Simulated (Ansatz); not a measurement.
Two spin states of ScCl, each at its own minimum; 2S+1 = 1, 3 were tried, and the measured ground state has 1. No spin–orbit coupling. Sc is treated without relativity.

```tsv
level	energy of the multiplicity-3 state above the multiplicity-1 state (kJ/mol)
PBE/def2-TZVPP	-21.7
PBE0/def2-TZVPP	-36.5
wB97X-V/def2-TZVPP	-20.9
CCSD/def2-TZVPP	7.8
CCSD(T)/def2-TZVPP	23.5
```

The rows run from -36.5 (PBE0/def2-TZVPP) to 23.5 kJ/mol (CCSD(T)/def2-TZVPP). The 3 functionals in def2-TZVPP without D3 or D4 span 15.6, from PBE0 to wB97X-V.

Each state is the lowest solution found for its spin in def2 and cc sets. The singlet is a restricted closed-shell determinant, which can mix singlet states where a π or δ shell is part-filled.

Correlated levels freeze the inner cores; with def2 sets outer-core shells near the valence are correlated too.

Doubts at one or more of the structures used: a restricted determinant that unrestricted orbitals would lower (CCSD/def2-TZVPP, CCSD(T)/def2-TZVPP).

The values were computed with Ansatz (Gaussian orbitals).

Ansatz is a first-principles code.
